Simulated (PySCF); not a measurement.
**Converging IO in the basis (PBE0)**

PySCF, UKS reference; doublet, unpaired electrons π ↑; De to I + O without counterpoise correction.

```tsv
basis	relativity	functions	Re (Å)	ωe (cm⁻¹)	De (eV)	μ (D)
cc-pVDZ-PP/cc-pVDZ	scalar-relativistic core potentials	37	1.937	638	2.07	-2.28
x2c-SVPall	spin-free X2C	50	1.923	651	2.15	-2.36
aug-cc-pVDZ-PP/aug-cc-pVDZ	scalar-relativistic core potentials	55	1.913	675	2.32	-2.26
cc-pVTZ-PP/cc-pVTZ	scalar-relativistic core potentials	69	1.883	689	2.42	-2.26
def2-TZVPP	scalar-relativistic core potentials	81	1.867	697	2.49	-2.36
```

**Question.** How does each smaller set differ from the one with most functions, def2-TZVPP?

**Answer.** cc-pVDZ-PP/cc-pVDZ: +7.0 pm, -8.5 % in ωe, -0.42 eV in De; x2c-SVPall: +5.6 pm, -6.6 % in ωe, -0.34 eV in De; aug-cc-pVDZ-PP/aug-cc-pVDZ: +4.6 pm, -3.2 % in ωe, -0.17 eV in De; cc-pVTZ-PP/cc-pVTZ: +1.6 pm, -1.1 % in ωe, -0.07 eV in De. All at PBE0; the set with most functions is neither the basis-set limit nor always the best. The rows treat relativity differently, so the differences are not basis effects alone.

A positive dipole means I(−)O(+). These are scalar-relativistic numbers at best; spin–orbit coupling would shift them, the dissociation energy most. The state is the lowest determinant that a PBE0 search found; another state may lie lower at other levels.
